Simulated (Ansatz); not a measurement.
`BC1[SiH2]S1` + NH₃ → `NC1[SiH2]S1` + BH₃ at 600 K and 1 bar (substitution at a C–B bond).

Calculated with Ansatz (gas phase, PBE0-D4/def2-TZVP geometries, no zero-point term in ΔE). CCSD(T)/CBS adds triple-zeta CCSD(T) − MP2 to the extrapolated MP2 energy (def2 sets, frozen cores). This one scheme is used for every species. One conformer a species, not always the lowest.

| species | CCSD(T)/CBS energy (Eh) | H − E (kJ/mol) | S (J/(mol·K)) |
| --- | --- | --- | --- |
| `BC1[SiH2]S1` | -752.69150 | 199.8 | 389.2 |
| NH₃ | -56.50880 | 112.4 | 219.5 |
| `NC1[SiH2]S1` | -782.60454 | 215.2 | 385.0 |
| BH₃ | -26.55200 | 91.5 | 217.3 |

H − E and S are ideal-gas, rigid-rotor, harmonic terms from PBE0-D4/def2-TZVP, for one conformer and one mirror image of each species. 1 Eh = 2625.50 kJ/mol, R = 8.31446 J/(mol·K).

Task: By hand: ΔE, ΔH, ΔS and ΔG.

Result: ΔE = (-782.60454) + (-26.55200) − (-752.69150) − (-56.50880) = 0.04376 Eh = 114.9 kJ/mol. Δ(H − E) = 215.2 + 91.5 − 199.8 − 112.4 = -5.5, so ΔH = 109.4 kJ/mol. ΔS = 385.0 + 217.3 − 389.2 − 219.5 = -6.4 J/(mol·K). ΔG = 109.4 − 600 × (-6.4)/1000 = 113.2 kJ/mol.

Task: By hand: the equilibrium constant, and the temperature at which ΔG would vanish if ΔH and ΔS stayed fixed.

Result: log₁₀ K = −ΔG/(RT ln 10) = -9.9. ΔH and −TΔS have one sign here, so there is no such temperature.

The number of gas molecules stays the same, so ΔS is small and ΔH decides. A doubt of 5 kJ/mol in ΔE shifts log₁₀ K by 0.4 here. Other conformers and mirror images would add mixing entropy, several J/(mol·K) or more a flexible species. These are equilibria of isolated gas molecules and say nothing of rates. Largest T1 diagnostic: 0.013 (customary marks: 0.02 for closed shells, 0.045 for open ones).

ΔS is within the doubt of such terms, so its sign, and with it that verdict, could turn.
